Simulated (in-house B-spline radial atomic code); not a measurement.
Configurations of Ba VIII (Ba7+), with energies counted from [Kr] 4d10 5s2 (5p1/2)1. Computed with an all-electron radial atomic-structure program (B-spline basis): Dirac-Hartree-Fock, average of each configuration as written, Fermi nucleus of rms radius 4.8378 fm. Energies include first-order Breit, QED and recoil terms.

Occupations are held fixed; configurations that lie above the ionisation limit could autoionise.

| configuration | E - E(ref) (eV) | highest orbital | its <r> (bohr) |
| --- | --- | --- | --- |
| [Kr] 4d10 5s2 (8d5/2)1 | 80.162 | 8d5/2 | 7.838 |
| [Kr] (4d3/2)3 (4d5/2)6 (4f5/2)1 5s2 (5p3/2)1 | 103.97 | 4f5/2 | 1.017 |
| [Kr] (4d3/2)3 (4d5/2)6 5s2 (5p1/2)1 (8f5/2)1 | 172.59 | 8f5/2 | 9.272 |
| [Ar] 3d10 4s2 (4p1/2)1 (4p3/2)4 4d10 5s2 (5p3/2)1 (5f7/2)1 | 257.57 | 5f7/2 | 2.679 |
| [Ar] 3d10 4s2 (4p1/2)1 (4p3/2)4 4d10 5s2 (5p3/2)1 (8f7/2)1 | 288.8 | 8f7/2 | 9.254 |
| [Ar] (3d3/2)3 (3d5/2)6 4s2 4p6 4d10 5s2 (5p1/2)1 (9g9/2)1 | 885.6 | 9g9/2 | 13.64 |

Q: Order these further configurations by energy, lowest first.
A. [Kr] 4d10 5s1 (5p1/2)1 (7d3/2)1
B. [Kr] 4d10 5s2 (8g7/2)1
C. [Kr] 4d10 5s2 (5p3/2)1
D. [Ar] 3d10 4s2 (4p1/2)2 (4p3/2)3 4d10 5s2 (5p1/2)1 (6f7/2)1
E. [Kr] 4d10 5s1 (5p1/2)1 (8g7/2)1

A: C (2.9254 eV), B (86.383 eV), A (86.775 eV), E (101.06 eV), D (255.22 eV).

Q: How far above the reference does [Kr] 4d10 5s2 (9f7/2)1 lie?

A: 87.708 eV; its least bound orbital is 9f7/2 with <r> = 12.34 bohr.
